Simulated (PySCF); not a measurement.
# Diatomic cations of Cd with group 13

r²SCAN with double-zeta basis sets in PySCF, for the lowest determinant that a PBE0 search found; no spin–orbit coupling. De refers to high-spin ground-configuration atoms (the charge goes to the atom of lower measured ionisation energy or higher electron affinity, which is not always the lowest computed limit). A positive dipole points towards Cd; it is taken about the centre of mass and depends on that origin.

| M | basis | charged atom | state (unpaired electrons) | Re (Å) | ωe (cm⁻¹) | De (eV) | μ (D) |
| --- | --- | --- | --- | --- | --- | --- | --- |
| B | cc-pVDZ-PP/cc-pVDZ | B+ | singlet (closed shell) | 2.489 | 295 | 2.07 | -2.57 |
| Al | def2-SVPD | Al+ | singlet (closed shell) | 2.998 | 149 | 0.83 | -5.65 |
| In | def2-SVP | In+ | singlet (closed shell) | 3.175 | 84.9 | 0.61 | -2.24 |
| Tl | def2-SVP | Tl+ | singlet (closed shell) | 3.237 | 70.8 | n/a | -0.60 |

The shortest bond is that of CdB⁺ (2.489 Å), the longest that of TlCd⁺ (3.237 Å).

The rows differ in basis set, which adds steps of its own.

Down a group the atoms grow and get heavier, so bonds lengthen and wavenumbers fall; this series shows no clear exception.

Closed-shell solutions of metal pairs were not tested for spin polarisation, which can lower them a little. Spin–orbit coupling is left out. For an ion De counts to the pair picked by the measured ionisation energies or electron affinities, which need not be the lowest pair at this level.
